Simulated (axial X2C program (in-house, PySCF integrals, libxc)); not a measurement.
**CeSH: the levels of the configuration f1 s1 d(πδ)1**

Computed with an in-house all-electron X2C program for linear molecules (integrals from PySCF): two-component X2C with atomic mean-field Coulomb and Gaunt terms, basis Ce dyall-v3z, S dyall-av3z, H dyall-v3z (cores contracted in-house). Orbitals come from Hartree–Fock averaged over the configuration Ce f1 s1 d(πδ)1; CI then distributes these electrons over the f, s, d(πδ) shells of Ce.

Ce–S–H held linear, bonds 2.664 and 1.340 Å (the second held) (near the minimum of the configuration average).

Active spinors (ω > 0):

```
shell    ω  ε (eV)                   character
    f  5/2    7.46                   100% Ce f
    f  1/2    7.47                    99% Ce f
    f  3/2    7.47                   100% Ce f
    f  7/2    7.64                   100% Ce f
    f  5/2    7.66                   100% Ce f
    f  1/2    7.70                    99% Ce f
    f  3/2    7.70                   100% Ce f
    s  1/2   -2.49  68% Ce s, 17% Ce p, 6% S p
d(πδ)  3/2    0.93                    98% Ce d
d(πδ)  5/2    0.99                    99% Ce d
d(πδ)  1/2    1.01          78% Ce d, 13% Ce p
d(πδ)  3/2    1.19           81% Ce d, 9% Ce p
```

Lowest levels of this model:

```
   Ω  energy (cm⁻¹)     g∥  μ (D)                    configuration
 7/2              0   4.22  -3.03                100% f1 s1 d(πδ)1
 9/2            686   8.35  -2.86                100% f1 s1 d(πδ)1
 1/2            956   0.18  -3.00                 99% f1 s1 d(πδ)1
 5/2            987   2.55  -2.98                 98% f1 s1 d(πδ)1
 3/2           1114   2.09  -2.96                 99% f1 s1 d(πδ)1
 1/2           1244   1.29  -2.99                 99% f1 s1 d(πδ)1
 3/2           1448   2.48  -3.01                 98% f1 s1 d(πδ)1
 5/2           1494   5.37  -3.02                 97% f1 s1 d(πδ)1
 7/2           1552   6.55  -3.01                 98% f1 s1 d(πδ)1
 9/2           1672  10.25  -2.61                 99% f1 s1 d(πδ)1
11/2           1728  12.15  -2.97                100% f1 s1 d(πδ)1
 7/2           1892   8.90  -2.85                 98% f1 s1 d(πδ)1
 5/2           1998   6.85  -2.95                 98% f1 s1 d(πδ)1
 3/2           2031   5.16  -2.89                 99% f1 s1 d(πδ)1
 1/2           2101   3.13  -2.82                 99% f1 s1 d(πδ)1
 1/2           2354   0.95  -2.72                 99% f1 s1 d(πδ)1
 7/2           2448   6.22  -2.62                 98% f1 s1 d(πδ)1
 3/2           2665   3.22  -2.51                 99% f1 s1 d(πδ)1
 9/2           2836   9.95  -2.81                 99% f1 s1 d(πδ)1
13/2           2905  16.01  -3.00                100% f1 s1 d(πδ)1
 5/2           3353   3.31  -2.87     88% f1 s1 d(πδ)1 + 10% f1 s2
11/2           3740  13.81  -3.02                100% f1 s1 d(πδ)1
 9/2           4212  11.36  -2.92                 99% f1 s1 d(πδ)1
11/2           6155  12.02  -2.68  93% f1 s1 d(πδ)1 + 7% f1 d(πδ)2
11/2           7495  13.99  -1.87                 99% f1 s1 d(πδ)1
13/2          10820  14.31  -5.39                   100% f1 d(πδ)2
13/2          11627  15.71  -5.56                   100% f1 d(πδ)2
15/2          12134  18.01  -5.50                   100% f1 d(πδ)2
13/2          14109  14.38  -5.68                   100% f1 d(πδ)2
```

g∥ is the magnitude of 2⟨Lz + ge Sz⟩ for the +Ω component. μ is positive if the H end is positive.

Task: From Ω and g∥ of the lowest level, whose 2⟨Lz + ge Sz⟩ is positive, find ⟨Sz⟩ and ⟨Lz⟩ (ge = 2.0023).

Result: Ω = ⟨Lz⟩ + ⟨Sz⟩ = 7/2 and ⟨Lz⟩ + ge⟨Sz⟩ = 2.110, so ⟨Sz⟩ = -1.39 and ⟨Lz⟩ = 4.89.

Occupations of the active spinors in the lowest level by ω, shell by shell in order of energy: -7/2: 0.00; -5/2: 0.00 0.00 0.00; -3/2: 0.00 0.00 0.00 0.00; -1/2: 0.00 0.00 0.99 0.00; 1/2: 0.00 0.00 0.01 0.01; 3/2: 0.00 0.00 0.99 0.00; 5/2: 0.98 0.01 0.00; 7/2: 0.00. The leading determinant has weight 0.97 among 143.

This point took 3.3 s on 1 thread of Intel(R) Xeon(R) Platinum 8259CL CPU @ 2.50GHz (Skylake/Cascade Lake) (shared host).

Dynamic correlation is missing, so gaps between terms are too wide and other configurations may lie lower; the lowest level listed is that of this model, not necessarily the ground state. At most 4 roots were kept for each Ω > 0 (twice that for Ω = 0) within 2.2 eV of the lowest, so higher up levels can be missing between those listed; levels with Ω > 0 are doubly degenerate and listed once, Ω = 0 levels singly. Some active spinors are only partly of the character that their shell is named for, so the shell names and counts are nominal. The molecule was held linear; bending was not examined. Hydrosulfides and their kin are strongly bent in nature, so this linear model does not describe the real molecule.
